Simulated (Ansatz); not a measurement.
A structure relaxed at PBE0-D4/def2-TZVP, charge 0, multiplicity 1:

```xyz
7

Cl    1.5901   -1.3851   -2.1926
In    0.6343    0.5009   -1.1606
Ge   -0.6049   -0.1502    1.0183
H     0.9453    1.9326   -2.0524
H    -1.7183   -1.1566    0.6885
H     0.3857   -0.8128    1.9883
H    -1.2322    1.0712    1.7105
```

(1) Give its formula and SMILES.

(2) Point group (tolerance 0.08 Å, 0.16 Å for H)?

(3) Summarise the bond lengths by kind.

Results:

(1) ClGeH4In, `[Cl][InH][GeH3]`.

(2) Cs.

(3) 1 × Cl–In 2.353 Å; 1 × Ge–In 2.590 Å; 1 × H–In 1.715 Å; 3 × Ge–H 1.537 to 1.538 Å.

Computed with Ansatz.
